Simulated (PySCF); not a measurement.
Isomers of C5H10BNO2, one conformer each; single-point electronic energies without zero-point terms and without any empirical dispersion term.

All values: PBE0/pcSseg-1 (PySCF, non-relativistic), each on one gas-phase PBE0-D3(BJ)/def2-SVP geometry that isn't relaxed in the solvent. The solvent is an IEF-PCM continuum (cavity from Bondi-type radii × 1.2). Specific hydrogen bonds and non-electrostatic terms are outside this model.

```csv
isomer,"relative energy, gas (kcal/mol)",dipole (D)
`C/N=C\[C@@H]1CCOBO1`,0.0,3.31
`C1[C@]2(B(O)O)C[C@]1(C2)N`,8.3,2.78
```

Task: How do the relative energies look in chloroform (ε = 4.711)?

Result: 
```csv
isomer,"relative energy, solvent (kcal/mol)",E(solvent) − E(gas) (kcal/mol),dipole in solvent (D)
`C/N=C\[C@@H]1CCOBO1`,0.0,-5.5,4.04
`C1[C@]2(B(O)O)C[C@]1(C2)N`,5.2,-8.6,3.23
```

The order is unchanged. Conformers: `[CH3:1]/[N:2]=[CH:3]\[C@@H:4]1[CH2:5][CH2:6][O:7][BH:8][O:9]1` with N2–C3–C4–C5 -80°, C3–C4–C5–C6 -173°, C4–C5–C6–O7 52°, C5–C6–O7–B8 -26°, C6–O7–B8–O9 -1°; `[NH2:1][C@:2]12[CH2:3][C@:4]([B:5]([OH:6])[OH:7])([CH2:8]1)[CH2:9]2` with H–N1–C2–C3 64° and -177°, C3–C4–B5–O6 -50°, C4–B5–O6–H -179°, C4–B5–O7–H 179°. `C1[C@]2(B(O)O)C[C@]1(C2)N` gains most from the continuum, while `C/N=C\[C@@H]1CCOBO1` has the largest gas-phase dipole. The gains span 3.1 kcal/mol, the gas-phase energies 8.3 kcal/mol.
